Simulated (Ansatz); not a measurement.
Ansatz (an electronic-structure program) input (CAM-B3LYP/def2-TZVPD):

Ansatz 0.2 input:
```yaml
crystal:
  periodic: [false, false, false]
  atoms:
    - {symbol: C, position_ang: [2.04605005, -0.50217542, 0.41253154]}
    - {symbol: Si, position_ang: [0.34906791, 0.15558011, 0.13115875]}
    - {symbol: S, position_ang: [0.17681207, 1.39116225, -1.56224422]}
    - {symbol: S, position_ang: [-0.65108276, 0.66907904, 1.90618325]}
    - {symbol: S, position_ang: [-0.70244343, -1.85780372, -0.69036358]}
    - {symbol: H, position_ang: [2.68162028, 0.31469546, 0.76207945]}
    - {symbol: H, position_ang: [2.05160866, -1.28704925, 1.17084364]}
    - {symbol: H, position_ang: [2.47267018, -0.89712118, -0.51100274]}
    - {symbol: H, position_ang: [-0.97284659, 1.97711174, -1.18084490]}
    - {symbol: H, position_ang: [-1.66079856, 1.33018069, 1.31073047]}
    - {symbol: H, position_ang: [-1.95230903, -1.36774465, -0.80424416]}
    - {symbol: H, position_ang: [-0.95577004, -2.47414263, 0.48381914]}
basis:
  gaussian:
    orbitals: def2-TZVPD
hamiltonian:
  xc: {name: CAM-B3LYP}
total_charge: 1
output: {forces: true}
```

Output:

```
Functional definition: CAM-B3LYP
integrals: 0.46 GiB planned
1703 factors; their error is unknown
integrals: 0.50 GiB planned
646 factors; integrals over basis functions are off by at most 3.4e-5 eV
0.45 GiB of the device are held for the grids
2.28 GiB of device memory are held for the factors and their scratch space
mean field: 1.90 GiB planned
mean field evaluation 1: about -41525.1387 eV, gradient 5.6e1 eV
mean field evaluation 2: about -41526.6529 eV, gradient 4.8e1 eV
mean field evaluation 4: about -41532.1256 eV, gradient 1.8e0 eV
mean field evaluation 8: about -41532.1342 eV, gradient 1.6e-1 eV
mean field evaluation 16: about -41532.1840 eV, gradient 1.7e-4 eV
mean field -41532.18402947 eV, -1526.2796115576 hartree, gradient 1.4e-5 eV, S^2 0.000000; 0 other end points of the search recorded, 0 dependent functions left out
the calculation of the forces begins
reference -41532.18419914 eV, -1526.2796177927 hartree; 37, 37 occupied and 244, 244 virtual orbitals, 1703 factors
Total energy: -41532.18419914 eV, -1526.2796177927 hartree
Atom 0 at     2.046050    -0.502175     0.412532 Å, force    -0.126394     0.055172    -0.021912 eV/Å
Atom 1 at     0.349068     0.155580     0.131159 Å, force     0.041696    -0.031588    -0.020298 eV/Å
Atom 2 at     0.176812     1.391162    -1.562244 Å, force    -0.079917    -0.044887     0.170725 eV/Å
Atom 3 at    -0.651083     0.669079     1.906183 Å, force    -0.002827     0.013897    -0.191611 eV/Å
Atom 4 at    -0.702443    -1.857804    -0.690364 Å, force    -0.061709     0.085852     0.128742 eV/Å
Atom 5 at     2.681620     0.314695     0.762079 Å, force    -0.006090    -0.028418    -0.006192 eV/Å
Atom 6 at     2.051609    -1.287049     1.170844 Å, force     0.012717     0.019059    -0.015743 eV/Å
Atom 7 at     2.472670    -0.897121    -0.511003 Å, force     0.000964     0.009148     0.027661 eV/Å
Atom 8 at    -0.972847     1.977112    -1.180845 Å, force     0.076616    -0.027448    -0.033934 eV/Å
Atom 9 at    -1.660799     1.330181     1.310730 Å, force     0.062588    -0.037530     0.051899 eV/Å
Atom 10 at    -1.952309    -1.367745    -0.804244 Å, force     0.063163    -0.041602    -0.010946 eV/Å
Atom 11 at    -0.955770    -2.474143     0.483819 Å, force     0.019192     0.028345    -0.078392 eV/Å
Dipole moment:    -0.398593    -0.528994    -0.023343 e Å
```

It need not be the lowest isomer of its formula.
